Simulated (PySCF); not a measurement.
**Broadened absorption spectrum of C3H12Ge2Si**

Compound: C3H12Ge2Si.
InChI=1S/C3H12Ge2Si/c4-5-6-3-1-2-3/h3H,1-2,5-6H2,4H3

Theory: TDDFT CAM-B3LYP/def2-SVPD, vertical, gas phase, core orbitals frozen in the response in PySCF 2.14.0, density-fitted response routines. Geometry: PBE0-D3(BJ)/def2-SVP, one conformer, isolated molecule. Relativistic effects, spin–orbit coupling among them, are left out although an element past zinc is present. Torsions of this conformer, `[GeH3:1][GeH2:2][SiH2:3][CH:4]1[CH2:5][CH2:6]1`: Ge1–Ge2–Si3–C4 76°, Ge2–Si3–C4–C5 39°.

Broadening: Gaussians 0.4 eV wide at half height, area fixed by f = 4.319×10⁻⁹ ∫ε dν̃. The width is an assumption, not a result. The curve ends short of the highest state used, and states not computed would add to its high-energy end.

(λ (nm), ε (L mol⁻¹ cm⁻¹)): (171.1, 12262), (172.4, 13179), (173.6, 15690), (174.9, 19739), (176.1, 23953), (177.4, 28033), (178.6, 30533), (179.9, 31290), (181.1, 30074), (182.4, 26990), (183.6, 23048), (184.9, 18286), (186.1, 13996), (187.4, 9903), (188.6, 6842), (189.9, 4347), (191.2, 2618), (192.4, 1564), (193.7, 853), (194.9, 466), (196.2, 231), (197.4, 116), (198.7, 53), (199.9, 24)

Task: Where are the band maxima, and which computed states make them?

Result: 180 nm (6.90 eV), ε about 31000, made up of S1 (31%), S2 (40%) and S3 (29%) (ε in L mol⁻¹ cm⁻¹; maxima over ε = 5, shares over 10%). At its high-energy end, 7.25 eV, the curve is still rising (ε about 12000, from S2, S3, S4 and S5). The states used: S1 6.80 eV (f 0.168); S2 6.92 eV (f 0.189); S3 6.96 eV (f 0.142); S4 7.29 eV (f 0.022); S5 7.46 eV (f 0.147); S6 7.55 eV (f 0.047); S7 7.64 eV (f 0.070); S8 7.67 eV (f 0.164); S9 7.74 eV (f 0.0081); S10 7.85 eV (f 0.029).

Task: On this curve, what absorbance would a 10⁻³ mol/L sample give at 193 nm over a 1 cm path?

Result: 193 nm is 6.424 eV, where ε is about 1200 L mol⁻¹ cm⁻¹, so A = ε c l ≈ 1.2 (Beer–Lambert, with the gas-phase spectrum and the assumed width).

Task: Coming from long wavelengths, where does ε first pass 100 L mol⁻¹ cm⁻¹?

Result: At about 198 nm (6.27 eV), 0.53 eV below S1.

Task: What would ε be at 6.90 eV, the highest of these maxima, with half the width (0.2 eV)?

Result: About 50700 L mol⁻¹ cm⁻¹ against 31300, a factor of about 1.6; a lone state at its own centre would give exactly 2.

All these states lie below the vertical ionisation energy of 9.50 eV (ΔSCF).

Hardware: an Arm Neoverse N1 with one thread (shared host). Cost: 12 min of wall time (with the writing of density and orbital grids), 1.6 GiB resident at most.

Without π bonds the low states are Rydberg-like; a valence basis with one diffuse set may place them up to an eV too high.
